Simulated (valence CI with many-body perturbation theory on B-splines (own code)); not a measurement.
**Questions on Rh XIV**

Computed by valence CI with perturbative core correlation (CI+MBPT): four valence electrons over a frozen Dirac-Fock core [Ar] 3d10, a basis of 11 s, 11 p, 9 d, 7 f, 5 g, 2 h, 1 i functions for each j, with the one-electron correlation potential Σ1 (screened to all orders), the two-electron term Σ2, the three-electron term Σ3, Breit, model QED; selected single and double excitations, second order for the rest (own B-spline code, finite nucleus).

No measured levels were compared; by estimate levels hold to about 250 cm⁻¹ or 0.2 % of their energy and the worst to 1 %, as in measured heavy ions of charge 2 to 7; those with d or f electrons hold less well.

Names give the largest LS component (configuration and term), which can be under half, so a name can repeat, a term be missing and a line seem to break the LS rules; names also repeat where a configuration has a term twice.

Rates and lifetimes use the calculated energies. Strong lines usually hold to 10 to 20 %, long lifetimes can be off by a factor of two.

**Question.** What is the ground level?

**Answer.** 4s2.4p2 3P_0, composition 85 % 4s2.4p2 3P + 13 % 4s2.4p2 1S.

**Question.** What are the static dipole polarisabilities of the lowest levels?

**Answer.** 4s2.4p2 3P_0 0.616; 4s2.4p2 3P_1 0.636 (tensor 0.022); 4s2.4p2 3P_2 0.635 (tensor 0.0088); 4s2.4p2 1D_2 0.649 (tensor 0.039) bohr³, of which the core gives 0.0360.

**Question.** What is the ionisation energy?

**Answer.** 307.08 eV; NIST lists 306 ± 3 eV (theoretical).

**Question.** Among levels below 880900 cm⁻¹, which E1 lines absorb most strongly from the ground level?

**Answer.** to 4s2.4p.4d 3D°_1 at 18.77 nm, f = 1.95; to 4s.4p3 3D°_1 at 31.30 nm, f = 0.273; to 4s.4p3 3S°_1 at 23.78 nm, f = 0.236.

**Question.** How well does LS coupling describe the low levels?

**Answer.** Among the lowest 20 levels the leading LS term, summed over configurations, holds 78 % on average. For single configurations the figures are 74 % in LS and 77 % in jj coupling. Terms mix most in the J = 2 level at 522210 cm⁻¹, where the leading one holds 45 %.
